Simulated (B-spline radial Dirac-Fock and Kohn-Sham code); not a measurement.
## Dipole and non-dipole photoemission parameters of Pd⁵⁺ 4d5/2

System: the Pd⁵⁺ ion, [Kr] 4d5; threshold 81.72 eV (orbital energy of the model). The computed values come from a radial finite-basis atomic code: Dirac-Hartree-Slater photoionisation with a Latter tail; cross sections with all multipoles, angular parameters from the dipole term and its interference with E2.

Input file task.json (cfg lists n, l and occupation; rrms is the nuclear radius in fm):

```json
{"items": [{
  "Z": 46,
  "q": 5,
  "cfg": [[1, 0, 2], [2, 0, 2], [2, 1, 6], [3, 0, 2], [3, 1, 6], [3, 2, 10], [4, 0, 2], [4, 1, 6], [4, 2, 5]],
  "A": 106,
  "rrms": 4.5318,
  "do": "xps",
  "hv": [79.2, 96.6, 134.0, 160.0, 200, 211.0, 335.0, 376.0, 800, 1330.0, 2000, 2170.0, 2190.0, 2330.0, 2500.0, 2720.0, 3450.0, 4000, 4430.0, 5280.0, 5414.7, 6000, 6210.0, 7160.0, 8047.8, 9960.0, 10800.0, 11500.0, 12000]
}]}
```

Run with: `python xray2_run.py task.json out`

For linearly polarised light dσ/dΩ = σ/(4π) [1 + β P₂(cos θ) + (δ + γ cos²θ) sin θ cos φ], with θ from the polarisation vector and φ the angle between the beam and the projection of the electron momentum on the plane normal to the polarisation.

| hν (eV) | σ (kb) | β | γ | δ |
| --- | --- | --- | --- | --- |
| 96.6 | 170 | 1.235 | -0.463 | 0.073 |
| 134 | 184 | -0.669 | 0.093 | 0.017 |
| 160 | 244 | -0.118 | 0.098 | -0.005 |
| 200 | 277 | 0.411 | 0.051 | -0.009 |
| 211 | 275 | 0.506 | 0.041 | -0.009 |
| 335 | 184 | 1.017 | -0.020 | 0.001 |
| 376 | 157 | 1.093 | -0.023 | 0.004 |
| 800 | 36.4 | 1.318 | 0.092 | 0.026 |
| 1330 | 10.1 | 1.285 | 0.298 | 0.046 |
| 2000 | 3.18 | 1.192 | 0.518 | 0.070 |
| 2170 | 2.49 | 1.168 | 0.566 | 0.077 |
| 2190 | 2.42 | 1.165 | 0.571 | 0.078 |
| 2330 | 2.00 | 1.147 | 0.608 | 0.083 |
| 2500 | 1.61 | 1.124 | 0.651 | 0.089 |
| 2720 | 1.23 | 1.096 | 0.704 | 0.098 |
| 3450 | 0.567 | 1.013 | 0.853 | 0.126 |
| 4000 | 0.344 | 0.958 | 0.945 | 0.147 |
| 4430 | 0.242 | 0.919 | 1.008 | 0.164 |
| 5280 | 0.131 | 0.852 | 1.113 | 0.196 |
| 5414.7 | 0.119 | 0.842 | 1.127 | 0.201 |
| 6000 | 0.0824 | 0.803 | 1.186 | 0.223 |
| 6210 | 0.0727 | 0.790 | 1.206 | 0.231 |
| 7160 | 0.0430 | 0.737 | 1.283 | 0.266 |
| 8047.8 | 0.0277 | 0.695 | 1.343 | 0.297 |
| 9960 | ? | ? | ? | ? |
| 10800 | 0.00894 | 0.591 | 1.485 | 0.389 |
| 11500 | 0.00699 | 0.570 | 1.513 | 0.412 |
| 12000 | 0.00591 | 0.555 | 1.532 | 0.427 |

Q: Give the values at 9960 eV.

A: σ = 0.0123 kb, β = 0.619, γ = 1.448, δ = 0.362.
